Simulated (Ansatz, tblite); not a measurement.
Cost and result up the ladder for SnTe₂ (the lowest singlet isomer of a short search) (3 atoms). Charge 0, multiplicity 1. Geometry: PBE-D4/def2-SVP.

```xyz
3

Sn   -0.4818   -0.8940   -1.2258
Te   -0.6710   -0.2394    1.4719
Te    1.1528    1.1334   -0.2461
```

Ansatz on 4 threads of Arm Neoverse V2 on a shared host; xTB runs through tblite on one thread. Times are rough, summed over both states, and most runs start from the orbitals of an earlier one. PBE0-D4/def2-TZVP serves as the yardstick here, not as an exact answer. The other state is a doublet.

In the def2 sets Sn, Te take a core potential; there is no spin–orbit coupling. The xTB rows come from tblite. The structure comes from a short search, and lower isomers may exist.

Raw xTB energies of ions are shifted by several eV.

```json
{"level": "GFN1-xTB", "functions": "27", "wall time": "0.004 s"}
{"level": "GFN2-xTB", "functions": "27", "wall time": "0.007 s"}
{"level": "PBE-D4/def2-TZVP (with forces)", "functions": "150", "wall time": "3.8 s"}
{"level": "PBE0-D4/def2-TZVP", "functions": "150", "wall time": "5.6 s"}
{"level": "r2SCAN-D4/def2-TZVP", "functions": "150", "wall time": "8.4 s"}
```

Estimate what each level gives for the vertical IE (eV).


```csv
level,vertical IE (eV),difference from PBE0-D4/def2-TZVP (eV)
GFN1-xTB,12.33,5.01
GFN2-xTB,12.48,5.16
PBE-D4/def2-TZVP (with forces),7.21,-0.11
PBE0-D4/def2-TZVP,7.33,0.00
r2SCAN-D4/def2-TZVP,7.30,-0.03
```
